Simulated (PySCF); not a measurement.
Several structures and their simulated spectra, in scrambled order.

A. `Cn1cc(C(=O)[O-])c[n+]1C`
B. SMILES C=C(F)OCF
C. `CN(C)[SiH2]C[SiH3]`

Spectrum 1. ¹H NMR (400 MHz, computed): δ 7.86 (s, 2H), 3.84 (s, 6H). ¹³C{¹H} NMR (computed): δ 152.9 (C), 148.9 (C), 146.3 (CH), 34.7 (CH3).

Spectrum 2. ¹H NMR (400 MHz, computed): δ 4.70 (t, 2H), 3.95 (t, 3H), 2.57 (s, 6H), 0.06 (m, 2H). ¹³C{¹H} NMR (computed): δ 40.8 (CH3), -9.6 (CH2).

Spectrum 3. ¹H NMR (400 MHz, computed): δ 5.84 (d, J = 57.9 Hz, 2H), 4.08 (dd, J = 6.9, 6.7 Hz, 1H), 3.84 (ddd, J = 38.0, 6.9, 2.9 Hz, 1H). ¹³C{¹H} NMR (computed): δ 175.2 (C, dd, J = 330.7, 4.0 Hz), 102.6 (CH2, dd, J = 280.0, 5.6 Hz), 67.8 (CH2, d, J = 27.2 Hz).

Computed data (PySCF): J: B3LYP/pcJ-1 (spin–dipole term left out of most H,H and C,H couplings), GFN2-xTB geometry, PBE0/pcSseg-1 with gauge-including orbitals. Single conformer, no solvent model, non-relativistic, one averaged value for each set of equivalent atoms.

References, each an isolated molecule treated in the same way: TMS for ¹H and ¹³C. Multiplet labels drop J under 1 Hz and among equivalent protons, and merge close values. Unscaled 3J(H,H) run several per cent high. Where no couplings were computed, multiplicities follow the n + 1 count of equivalent neighbours, and m marks all less simple cases (inequivalent or close neighbours, rings, F or P nearby). One-bond C–F couplings are unscaled and too large by tens of Hz. Shifts are as computed. Against solution values, carbons near 30 ppm lie about +3 ppm off and those near 130 ppm about +5 ppm. Of 1211 compounds with measured shifts, 218 miss one by over three times the rms of a fit or turn the order of signals round; such compounds aren't used in these exercises.

Problem. Match each spectrum to its structure.

Solution. 1–A, 2–C, 3–B.

- Spectrum 1 (A): 4 ¹³C signals; δC 146.3 is an aromatic CH next to a ring nitrogen; δC 34.7 is a methyl carbon bonded to N.
- Spectrum 2 (C): 2 ¹³C signals; δC 40.8 is a methyl carbon bonded to N; δC -9.6 is an sp3 CH2 bonded to 2 Si.
- Spectrum 3 (B): 3 ¹³C signals; δC 175.2 is an alkene carbon bearing oxygen; δC 102.6 is an sp3 CH2 bonded to F and O.
